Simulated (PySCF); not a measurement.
Isomers of C6H7FO, one GFN2-xTB conformer each. Single-point energies are computed at PBE0/pcSseg-1 (PySCF, gas phase, no added dispersion term), electronic only.

```json
{"SMILES": "C=C/C(=C/C)C(=O)F", "GFN2-xTB relative energy (kJ/mol)": "17.6"}
{"SMILES": "C=C/C=C(\\C)C(=O)F", "GFN2-xTB relative energy (kJ/mol)": "0.0"}
{"SMILES": "C=CO/C=C(/F)C=C", "GFN2-xTB relative energy (kJ/mol)": "99.0"}
{"SMILES": "C=CC(=C)O/C=C\\F", "GFN2-xTB relative energy (kJ/mol)": "115.9"}
```

Conformers: `[CH2:1]=[CH:2]/[C:3](=[CH:4]/[CH3:5])[C:6](=[O:7])[F:8]` with C1–C2–C3–C4 158°, C2–C3–C6–O7 151°; `[CH2:1]=[CH:2]/[CH:3]=[C:4](\[CH3:5])[C:6](=[O:7])[F:8]` with C1–C2–C3–C4 180°, C3–C4–C6–O7 -178°; `[CH2:1]=[CH:2][O:3]/[CH:4]=[C:5](/[F:6])[CH:7]=[CH2:8]` with C1–C2–O3–C4 180°, C2–O3–C4–C5 180°, C4–C5–C7–C8 180°; `[CH2:1]=[CH:2][C:3](=[CH2:4])[O:5]/[CH:6]=[CH:7]\[F:8]` with C1–C2–C3–C4 180°, C2–C3–O5–C6 -160°, C3–O5–C6–C7 -163°.

What does PBE0/pcSseg-1 give for the same structures?

```csv
SMILES,PBE0/pcSseg-1 E (Eh),PBE0/pcSseg-1 (kJ/mol),GFN2-xTB (kJ/mol),point group
C=C/C=C(\C)C(=O)F,-407.40182,0.0,0.0,–
C=C/C(=C/C)C(=O)F,-407.39096,28.5,17.6,C1
C=CO/C=C(/F)C=C,-407.33164,184.3,99.0,Cs
C=CC(=C)O/C=C\F,-407.32783,194.3,115.9,C1
```

Both levels put the same isomer lowest; measured from each level's own lowest isomer, the values differ by up to 85.3 kJ/mol (C=CO/C=C(/F)C=C: 99.0 against 184.3). As drawn, the lowest has a C=O bond, which the highest lacks. Neighbours about 10 kJ/mol apart or less (C=CO/C=C(/F)C=C and C=CC(=C)O/C=C\F) can change places with a better method, another conformer or zero-point energy.

Which frontier levels, dipoles and rotational constants go with these structures?

```csv
SMILES,"HOMO (eV, PBE0/pcSseg-1)",LUMO (eV),dipole (D),"A, B, C (MHz)"
C=C/C=C(\C)C(=O)F,-7.42,-2.40,4.37,"4018, 1204, 931.6"
C=C/C(=C/C)C(=O)F,-7.20,-1.77,3.32,"2829, 1819, 1187"
C=CO/C=C(/F)C=C,-6.14,-0.92,1.47,"5244, 951.1, 805.0"
C=CC(=C)O/C=C\F,-6.57,-0.93,2.12,"3695, 1196, 930.5"
```
